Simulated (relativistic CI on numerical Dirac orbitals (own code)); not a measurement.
Nd XV: q coefficients and field-shift factors

Method of calculation: Dirac-Coulomb-Breit CI, separate exchange-only KLI orbitals for each configuration, derivatives by finite differences, unscaled Slater integrals, QED left out (own radial code, finite nucleus).

Configuration list (outside the closed core [Ar] 3d10 4s2): 4p⁶4d¹⁰, 4p⁶4d⁹4f, 4p⁶4d⁹5s, 4p⁵4d¹⁰4f, 4p⁶4d⁹5p. Double excitations out of closed p, d and f shells are left out; levels of such configurations are missing from the list, as are those of other unlisted configurations, and high levels can miss mixing partners.

With x = (α/α₀)² − 1 an excitation energy changes as ω = ω₀ + qx; K = 2q/ω₀ is the relative enhancement. Terms are leading LS components, so labels can repeat. The field-shift factor is F = δν/δ⟨r²⟩ for the transition from the lowest level.

Lowest level 4p⁶4d¹⁰ ¹S0.

| Level | ω₀ (cm⁻¹) | q (cm⁻¹) | K | F (GHz/fm²) |
| --- | --- | --- | --- | --- |
| 4p⁶4d⁹4f ³P°0 | 946396 | -8045 | -0.017 | 7.01 |
| 4p⁶4d⁹4f ³P°1 | 952321 | -3951 | -0.0083 | 7.1 |
| 4p⁶4d⁹4f ³P°2 | 964382 | 3657 | 0.00758 | 7.28 |
| 4p⁶4d⁹4f ³H°6 | 978278 | -4479 | -0.00916 | 7.27 |
| 4p⁶4d⁹4f ³H°5 | 981629 | -6204 | -0.0126 | 7.2 |
| 4p⁶4d⁹4f ³F°2 | 994545 | -7473 | -0.015 | 7.26 |
| 4p⁶4d⁹4f ³F°3 | 995792 | -7265 | -0.0146 | 7.28 |
| 4p⁶4d⁹4f ³H°4 | 997251 | 3343 | 0.0067 | 7.38 |
| 4p⁶4d⁹4f ³F°4 | 1001319 | -2447 | -0.00489 | 7.4 |
| 4p⁶4d⁹5s ³D3 | 1004826 | -119500 | -0.238 | 112 |
| 4p⁶4d⁹4f ³D°1 | 1008914 | 7893 | 0.0156 | 7.5 |
| 4p⁶4d⁹5s ³D2 | 1009947 | -118100 | -0.234 | 111 |
| 4p⁶4d⁹4f ³G°5 | 1010510 | -973.5 | -0.00193 | 7.47 |
| 4p⁶4d⁹4f ³D°3 | 1015092 | 2819 | 0.00556 | 7.51 |
| 4p⁶4d⁹4f ¹D°2 | 1017042 | 20420 | 0.0402 | 7.73 |
| 4p⁶4d⁹4f ¹G°4 | 1022604 | 12240 | 0.0239 | 7.61 |
| 4p⁶4d⁹4f ³F°2 | 1028614 | 26140 | 0.0508 | 7.8 |
| 4p⁶4d⁹4f ³G°5 | 1031376 | 23340 | 0.0453 | 7.84 |
| 4p⁶4d⁹5s ³D1 | 1040150 | -84370 | -0.162 | 113 |
| 4p⁶4d⁹4f ³G°3 | 1041543 | 25370 | 0.0487 | 7.88 |
| 4p⁶4d⁹5s ¹D2 | 1044498 | -84350 | -0.162 | 112 |
| 4p⁶4d⁹4f ³G°4 | 1047216 | 28600 | 0.0546 | 7.98 |
| 4p⁶4d⁹4f ¹F°3 | 1059297 | 20820 | 0.0393 | 7.89 |

At this charge energies of transitions that change n are usually good to better than 1 %, and those within a shell (Δn = 0) to a few per cent. Levels and lines within the n = 5 or 6 shells can be off by up to 10 % or somewhat more, and those that change n by about 2 %, since core polarisation is missing.
